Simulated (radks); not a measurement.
The numbers below are computed, except where a source is named.
Question: Ionisation of neutral copper, [Ar] 3d10 4s1, to Cu+, [Ar] 3d10, under several functionals. Non-relativistic Kohn-Sham, spin-polarised, spherical densities, point nucleus; open shells are filled with parallel spins first; a radial shooting solver on a logarithmic mesh with Libxc functionals. The NIST Atomic Spectra Database gives 7.726 eV (measured). Rank these functionals by the error of their Delta-SCF ionisation energy: XLYP; RPBE; exchange-only LDA; SOGGA; B86b exchange with PBE correlation; exchange-only r2SCAN; PBE.

Answer: From best to worst: exchange-only LDA 7.575 eV (-0.151); SOGGA 8.006 eV (+0.280); RPBE 8.022 eV (+0.296); exchange-only r2SCAN 7.375 eV (-0.351); PBE 8.144 eV (+0.417); B86b exchange with PBE correlation 8.175 eV (+0.449); XLYP 8.241 eV (+0.515).
